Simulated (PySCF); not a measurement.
AlH3Se, SMILES [AlH2][SeH].

Geometry: r2SCAN-D4/def2-TZVP.

All values below come from TDA-M06-2X/def2-TZVPD (PySCF).

Vertical excitations.  State labels are in the subgroup Cs.

```json
[
 {"state": "S1", "symmetry": "A'", "energy (eV)": "5.36", "λ (nm)": "231", "f": "0.087", "main pairs": "HOMO→LUMO 92 %"},
 {"state": "S2", "symmetry": "A\"", "energy (eV)": "5.54", "λ (nm)": "224", "f": "0.000", "main pairs": "HOMO−1→LUMO 76 %"},
 {"state": "S3", "symmetry": "A\"", "energy (eV)": "5.68", "λ (nm)": "218", "f": "0.007", "main pairs": "HOMO→LUMO+1 28 %, HOMO−2→LUMO 22 %, HOMO−1→LUMO 17 %, HOMO→LUMO+3 17 %"},
 {"state": "S4", "symmetry": "A\"", "energy (eV)": "5.80", "λ (nm)": "214", "f": "0.005", "main pairs": "HOMO−2→LUMO 76 %"},
 {"state": "S5", "symmetry": "A\"", "energy (eV)": "6.12", "λ (nm)": "203", "f": "0.096", "main pairs": "HOMO→LUMO+2 49 %, HOMO→LUMO+1 34 %"},
 {"state": "S6", "symmetry": "A'", "energy (eV)": "6.86", "λ (nm)": "181", "f": "0.016", "main pairs": "HOMO−1→LUMO+1 61 %, HOMO−1→LUMO+3 24 %"},
 {"state": "S7", "symmetry": "A\"", "energy (eV)": "7.22", "λ (nm)": "172", "f": "0.048", "main pairs": "HOMO→LUMO+3 48 %, HOMO→LUMO+2 23 %, HOMO→LUMO+4 14 %, HOMO→LUMO+1 8 %"},
 {"state": "S8", "symmetry": "A\"", "energy (eV)": "7.30", "λ (nm)": "170", "f": "0.005", "main pairs": "HOMO→LUMO+4 82 %"},
 {"state": "S9", "symmetry": "A'", "energy (eV)": "7.45", "λ (nm)": "166", "f": "0.318", "main pairs": "HOMO−1→LUMO+2 36 %, HOMO−1→LUMO+1 22 %, HOMO−1→LUMO+3 21 %"},
 {"state": "S10", "symmetry": "A\"", "energy (eV)": "7.50", "λ (nm)": "165", "f": "0.000", "main pairs": "HOMO→LUMO+6 71 %, HOMO→LUMO+8 15 %"},
 {"state": "T1", "symmetry": "A'", "energy (eV)": "4.48", "λ (nm)": "277", "f": "0", "main pairs": "HOMO→LUMO 95 %"},
 {"state": "T2", "symmetry": "A\"", "energy (eV)": "5.24", "λ (nm)": "237", "f": "0", "main pairs": "HOMO−1→LUMO 77 %, HOMO−2→LUMO 15 %"},
 {"state": "T3", "symmetry": "A\"", "energy (eV)": "5.34", "λ (nm)": "232", "f": "0", "main pairs": "HOMO−2→LUMO 38 %, HOMO→LUMO+3 20 %, HOMO→LUMO+1 18 %, HOMO→LUMO+2 9 %"},
 {"state": "T4", "symmetry": "A\"", "energy (eV)": "5.36", "λ (nm)": "231", "f": "0", "main pairs": "HOMO−2→LUMO 42 %, HOMO→LUMO+1 18 %, HOMO−1→LUMO 15 %, HOMO→LUMO+3 11 %"}
]
```
Triplets are in the Tamm–Dancoff approximation.
